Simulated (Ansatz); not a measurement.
Conformers of H8N2SSi2, SMILES `N[SiH2]S[SiH2]N`, each relaxed with PBE0-D4/def2-TZVP in Ansatz. CBS adds the triple-zeta coupled-cluster correction to the MP2 limit.

Not all of them had a frequency check.

Conformer A:

Cartesian coordinates in Å:
```
N 1.602 -0.737 -0.039
Si 1.071 0.241 1.276
S -0.958 -0.208 1.712
Si -1.668 -0.336 -0.325
N -1.099 0.844 -1.424
H 2.444 -0.477 -0.530
H 1.524 -1.741 0.031
H 1.280 1.642 0.827
H 1.780 0.053 2.572
H -3.138 -0.191 -0.187
H -1.316 -1.669 -0.866
H -1.382 1.805 -1.321
H -0.140 0.774 -1.727
```

Conformer B:

Cartesian coordinates in Å:
```
N -1.369 -0.579 1.581
Si -1.675 -0.223 -0.063
S -0.731 1.532 -0.895
Si 1.173 0.643 -1.205
N 1.716 -0.111 0.250
H -0.414 -0.788 1.830
H -1.824 -0.036 2.298
H -1.227 -1.375 -0.882
H -3.128 0.033 -0.204
H 2.028 1.753 -1.707
H 1.134 -0.447 -2.212
H 2.374 -0.872 0.167
H 1.943 0.471 1.042
```

**Question.** Which is lowest in electronic energy at CCSD(T)/CBS (frozen core, def2 sets), and by how much? (An estimate is asked.)

**Answer.** The calculation gave: B; A lies 1.7 kJ/mol higher. Gaps under about 2 kJ/mol don't settle the order.

**Question.** Give the energies relative to B (kJ/mol) with PBE-D4/def2-TZVPP, r2SCAN-D4/def2-TZVPP, PBE0/def2-TZVPP, B3LYP/def2-TZVPP, HF/def2-TZVPP, MP2/def2-TZVPP, MP2/def2-QZVPP. (Best estimate.)

**Answer.** Computed: 
```csv
level,A
PBE-D4/def2-TZVPP,2.1
r2SCAN-D4/def2-TZVPP,1.1
PBE0/def2-TZVPP,2.0
B3LYP/def2-TZVPP,2.3
HF/def2-TZVPP,0.6
MP2/def2-TZVPP,1.1
MP2/def2-QZVPP,1.4
```

B3LYP here is the variant with VWN-RPA as its local correlation; programs differ in this.
